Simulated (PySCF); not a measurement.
Computed shifts of a molecule CH7ClOSi2, PBE0/pcSseg-1 (PySCF), GIAO, gas phase, atoms alike by connectivity averaged where their shifts nearly agree, in ppm (number of nuclei): ²⁹Si: -9.1 (1), -70.6 (1). ¹³C: 55.4 (1). ¹H: 5.97 (1), 5.63 (1), 4.45 (2), 4.40 (3). References: ²⁹Si against TMS (σ = 352.7 ppm); ¹³C against TMS (σ = 186.3 ppm); ¹⁷O against H2O (σ = 334.2 ppm); ³⁵Cl against HCl (σ = 945.9 ppm); ¹H against TMS (σ = 31.56 ppm), references at their B3LYP-D3(BJ)/def2-TZVP geometries, non-relativistic (without spin–orbit terms, shifts of atoms bonded to Cl or Br come out too high). Geometry: PBE-D3(BJ)/def2-SVP. The values are those of a single conformer.

### Question
Which molecule gave these data?
(A) C[SiH2]O[SiH2]Cl
(B) O[Si@@H](Cl)C[SiH3]
(C) C[Si@H](Cl)[SiH2]O
(D) [SiH3]CO[SiH2]Cl

### Answer
D, [SiH3]CO[SiH2]Cl
